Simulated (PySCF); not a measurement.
PySCF 2.14 output of an unrestricted PBE calculation on a single atom or ion in cc-pVDZ-DK (6s5p3d1f, 43 functions), with the spin-free X2C one-electron Hamiltonian (Gaussian nucleus):

```
SCF conv_tol = 1e-09
number electrons alpha = 13  beta = 10
    J. P. Perdew, K. Burke, and M. Ernzerhof.,  Phys. Rev. Lett. 77, 3865 (1996)
    J. P. Perdew, K. Burke, and M. Ernzerhof.,  Phys. Rev. Lett. 78, 1396 (1997)
    J. P. Perdew, K. Burke, and M. Ernzerhof.,  Phys. Rev. Lett. 77, 3865 (1996)
    J. P. Perdew, K. Burke, and M. Ernzerhof.,  Phys. Rev. Lett. 78, 1396 (1997)
cycle= 1 E= -948.939880094097  delta_E= -0.00787  |g|= 0.031  |ddm|= 1.14
cycle= 2 E= -948.939810462851  delta_E= 6.96e-05  |g|= 0.0309  |ddm|= 0.0699
cycle= 3 E= -948.940327475766  delta_E= -0.000517  |g|= 0.00177  |ddm|= 0.0416
cycle= 4 E= -948.940329759214  delta_E= -2.28e-06  |g|= 1.93e-05  |ddm|= 0.00666
cycle= 5 E= -948.940329760029  delta_E= -8.14e-10  |g|= 1.33e-06  |ddm|= 0.000247
converged SCF energy = -948.940329760029  <S^2> = 3.7553234  2S+1 = 4.0026608
```

The run itself started from symmetry-adapted Hartree-Fock orbitals and held the occupation by maximum overlap, on a logarithmic radial grid, so the iterations belong to that start.

Question: Which element, charge and spin multiplicity is this?

Answer: V (vanadium, neutral), multiplicity 4; the state was [Ar] 3d3 4s2, high-spin 4F determinant.
